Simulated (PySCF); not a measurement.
# Computed properties of triflic acid (CHF3O3S), SMILES O=S(=O)(O)C(F)(F)F

triflic acid (CHF3O3S), SMILES FC(F)(F)S(O)(=O)=O. The structure is a stationary point at B3LYP-D3(BJ)/def2-SVP. One conformer was computed; it need not be the lowest. All values are computed for the isolated molecule unless a solvent is named; none is compared with measurement here.

**Structure.** All 21 harmonic modes at B3LYP-D3(BJ)/def2-SVP (PySCF) are real, so it is a minimum. With heavy atoms numbered as in [OH:1][S:2](=[O:3])(=[O:4])[C:5]([F:6])([F:7])[F:8], the shortest bond between them is C5–F7 at 1.322 Å and the longest S2–C5 at 1.874 Å.

**Vibrations.** The strongest infrared lines (harmonic, unscaled, degenerate partners summed) lie at 1141 cm⁻¹ (297 km/mol, O 40 %, C 32 %, F 14 %, S 13 %), 1277 cm⁻¹ (258 km/mol, C 74 %, F 25 %), 1422 cm⁻¹ (249 km/mol, O 50 %, S 46 %). The softest mode is at 46 cm⁻¹ and the zero-point energy is 24.4 kcal/mol.

**Electronic structure.** M06-2X/def2-TZVP (PySCF) places the frontier levels at -11.64 and 0.61 eV, a gap of 12.25 eV, and gives a dipole moment of 2.75 D and a mean polarisability of 42.8 bohr³.

**Excitations.** TDA-M06-2X/def2-SVPD (PySCF) has S1 at 8.50 eV (146 nm, f = 0.005, weak); the most intense of the 10 singlets computed lies at 8.91 eV (f = 0.06). T1 (TDA) is at 7.91 eV, 0.59 eV under S1. No vertical singlet excitation falls in the visible range (under 3.1 eV).

**NMR.** GIAO shifts at KT2/pcSseg-1 (PySCF) (non-relativistic, atoms alike by connectivity averaged): ¹³C at 129.5 ppm against TMS; ¹H at 5.3 ppm against TMS; ¹⁹F at -116.0 ppm against CFCl3.
